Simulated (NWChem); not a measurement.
All runs are NWChem calculations. System: H$_{2}$AlClO$_{2}$, charge 1, spin multiplicity 2, at the geometry of a parent with another charge or spin, in a state set for the comparison that need not be this species' ground state. Its SCF solution wasn't tested for a lower state.

The NWChem input:

```
start mol
memory heap 200 mb stack 900 mb global 1100 mb
charge 1
geometry units angstroms nocenter noautoz
  Al    -0.335378     0.246064     0.000000
  Cl     1.368801    -0.976529     0.000000
  O     -0.095360     1.919753     0.000000
  H     -0.799567     2.574249     0.000000
  O     -1.902517    -0.399506     0.000000
  H     -2.127132    -1.334069     0.000000
  symmetry group Cs
end
basis spherical
  * library def2-svp
end
dft
  xc b3lyp
  odft
  mult 2
  semidirect memsize 60000000 filesize 0
  iterations 100
end
task dft energy
```

The output up to the point where the run's verdict is printed (cleaned and shortened):

```
             Northwest Computational Chemistry Package (NWChem) 7.3.0
             --------------------------------------------------------

                                NWChem Input Module
                                -------------------

 Scaling coordinates for geometry "geometry" by  1.889725989
 (inverse scale =  0.529177249)

 Turning off AUTOSYM since
 SYMMETRY directive was detected!

                             Geometry "geometry" -> ""
                             -------------------------

 Output coordinates in angstroms (scale by  1.889725989 to convert to a.u.)

  No.       Tag          Charge          X              Y              Z
 ---- ---------------- ---------- -------------- -------------- --------------
    1 Al                  13.0000    -0.33537800     0.24606400     0.00000000
    2 Cl                  17.0000     1.36880100    -0.97652900     0.00000000
    3 O                    8.0000    -0.09536000     1.91975300     0.00000000
    4 H                    1.0000    -0.79956700     2.57424900     0.00000000
    5 O                    8.0000    -1.90251700    -0.39950600     0.00000000
    6 H                    1.0000    -2.12713200    -1.33406900     0.00000000

 Effective nuclear repulsion energy (a.u.)     198.0129225033

            Nuclear Dipole moment (a.u.)
            ----------------------------
        X                 Y               Z
 ---------------- ---------------- ----------------
    -0.0000226767    -0.0000094486     0.0000000000

      Symmetry information
      --------------------

 Group name             Cs
 Group number              2
 Group order               2
 No. of unique centers     6

      Symmetry unique atoms

     1    2    3    4    5    6


 Summary of "ao basis" -> "" (spherical)
 ------------------------------------------------------------------------------
       Tag                 Description            Shells   Functions and Types
 ---------------- ------------------------------  ------  ---------------------
 *                          def2-svp                  on all atoms

                                 NWChem DFT Module
[...]
 d= 0,ls=0.5,diis    75   -853.7418285037  1.48D-05  2.57D-05  3.78D-04    14.1
                                                     3.31D-05  3.70D-04
 d= 0,ls=0.5,diis    76   -853.7418208420  7.66D-06  8.97D-06  4.18D-04    14.3
                                                     3.22D-05  3.98D-04
 d= 0,ls=0.5,diis    77   -853.7418634102 -4.26D-05  9.53D-06  3.49D-04    14.5
                                                     3.13D-05  3.32D-04
 d= 0,ls=0.5,diis    78   -853.7418999370 -3.65D-05  4.84D-06  3.00D-04    14.6
                                                     2.95D-05  2.81D-04
 d= 0,ls=0.5,diis    79   -853.7419318572 -3.19D-05  2.28D-05  2.54D-04    14.8
                                                     3.68D-05  2.39D-04
 d= 0,ls=0.5,diis    80   -853.7419860480 -5.42D-05  8.96D-06  1.62D-04    15.0
                                                     3.01D-05  1.58D-04
 d= 0,ls=0.5,diis    81   -853.7420152468 -2.92D-05  3.93D-06  1.21D-04    15.2
                                                     2.71D-05  1.21D-04
 d= 0,ls=0.5,diis    82   -853.7420339777 -1.87D-05  3.13D-06  1.00D-04    15.4
                                                     2.44D-05  1.00D-04
 d= 0,ls=0.5,diis    83   -853.7420493143 -1.53D-05  2.06D-06  8.19D-05    15.6
                                                     2.26D-05  8.33D-05
 d= 0,ls=0.5,diis    84   -853.7420617251 -1.24D-05  1.40D-05  6.76D-05    15.7
                                                     2.19D-05  7.00D-05
 d= 0,ls=0.5,diis    85   -853.7420618443 -1.19D-07  6.04D-06  7.66D-05    15.9
                                                     1.84D-05  7.72D-05
 d= 0,ls=0.5,diis    86   -853.7420667724 -4.93D-06  7.46D-06  7.34D-05    16.1
                                                     1.67D-05  7.42D-05
 d= 0,ls=0.5,diis    87   -853.7420694774 -2.70D-06  6.67D-06  7.41D-05    16.3
                                                     1.52D-05  7.43D-05
 d= 0,ls=0.5,diis    88   -853.7420720635 -2.59D-06  3.45D-06  7.34D-05    16.5
                                                     1.34D-05  7.41D-05
 d= 0,ls=0.5,diis    89   -853.7420767223 -4.66D-06  2.44D-06  6.77D-05    16.6
                                                     1.37D-05  6.89D-05
 d= 0,ls=0.5,diis    90   -853.7420840573 -7.34D-06  4.65D-06  5.73D-05    16.8
                                                     1.25D-05  5.89D-05
 d= 0,ls=0.5,diis    91   -853.7420876787 -3.62D-06  3.68D-06  5.36D-05    17.0
                                                     1.16D-05  5.51D-05
 d= 0,ls=0.5,diis    92   -853.7420903289 -2.65D-06  5.13D-06  5.17D-05    17.2
                                                     1.08D-05  5.28D-05
 d= 0,ls=0.5,diis    93   -853.7420914785 -1.15D-06  1.31D-05  5.24D-05    17.3
                                                     1.29D-05  5.29D-05
 d= 0,ls=0.5,diis    94   -853.7420872280  4.25D-06  1.20D-05  6.47D-05    17.5
                                                     1.15D-05  6.23D-05
 d= 0,ls=0.5,diis    95   -853.7420823263  4.90D-06  8.52D-06  7.67D-05    17.7
                                                     1.04D-05  7.21D-05
 d= 0,ls=0.5,diis    96   -853.7420916999 -9.37D-06  1.16D-05  5.82D-05    17.9
                                                     1.39D-05  5.65D-05
 d= 0,ls=0.5,diis    97   -853.7421025137 -1.08D-05  4.71D-06  3.88D-05    18.1
                                                     1.06D-05  3.87D-05
 d= 0,ls=0.5,diis    98   -853.7421080754 -5.56D-06  2.17D-06  3.03D-05    18.2
                                                     9.00D-06  3.04D-05
 d= 0,ls=0.5,diis    99   -853.7421111679 -3.09D-06  1.14D-06  2.67D-05    18.4
                                                     8.28D-06  2.61D-05
 d= 0,ls=0.5,diis   100   -853.7421137529 -2.58D-06  9.57D-07  2.35D-05    18.6
                                                     7.61D-06  2.26D-05
```

Convergence was not reached. The next line reads: Calculation failed to converge. NWChem stopped with the message: dft energy failed.
